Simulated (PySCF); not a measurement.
# A search over the determinants of Ga₂

Unrestricted PBE0; basis Ga def2-TZVPP; no relativity; PySCF 2.14. Outer shells of the fragments: Ga 3d10 4s2 4p1; Ga 3d10 4s2 4p1.

Followed along the bond (rough minima from three points):

```tsv
2Ms+1	unpaired	⟨S²⟩ at the start	R at minimum (Å)	Te (eV)
3	σ ↑, π ↑	2.01	2.70	0.00
3	π ↑↑	2.00	2.45	0.11
1	σ ↓, π ↑	1.02	2.69	0.16
1	π ↑↓	1.01	2.46	0.28
1	none	0.00	2.49	0.82
```

Solutions found at the starting distance of 2.410 Å, counted from the lowest of them; the search is not exhaustive and high or unbound solutions are not listed, so other states can lie among these:

| 2Ms+1 | unpaired | term | E (eV) | ⟨S²⟩ | ⟨Lz²⟩ |
| --- | --- | --- | --- | --- | --- |
| 3 | π ↑↑ | ³Σ⁻ | 0.00 | 2.00 | 0.00 |
| 3 | σ ↑, π ↑ | ³Π | 0.10 | 2.01 | 1.00 |
| 1 | π ↑↓ | mixed | 0.18 | 1.01 | 2.02 |
| 1 | σ ↓, π ↑ | mixed | 0.25 | 1.02 | 1.00 |
| 1 | none | mixed | 0.73 | 0.00 | 2.00 |
| 3 | π ↑↑ | mixed | 2.24 | 2.01 | 2.01 |
| 3 | σ ↑↑, π ↑↓ | mixed | 3.09 | 3.01 | 2.02 |
| 1 | σ ↓↓, π ↑↑ | mixed | 3.44 | 2.01 | 0.00 |
| 3 | σ ↑, π ↑ | ³Π | 3.92 | 2.02 | 1.01 |
| 1 | σ ↓, π ↑ | mixed | 4.28 | 1.02 | 1.00 |

A term symbol is given only where ⟨S²⟩ and ⟨Lz²⟩ are close to those of a pure state; real π, δ and φ orbitals otherwise mix terms, and g/u labels are left off.

Question: Compare the gap between the two lowest followed solutions at the starting distance with the gap between their minima.

Answer: At PBE0 the second solution (triplet, unpaired electrons π ↑↑) lies -0.10 eV from the first (triplet, unpaired electrons σ ↑, π ↑) at 2.410 Å and +0.11 eV at the minima; the two curves relax by different amounts, since their minima lie near 2.45 and 2.70 Å.

Spin–orbit coupling is left out. Counting both spins, an empty level lies below a filled one in some of these solutions, because spin and occupation are held.
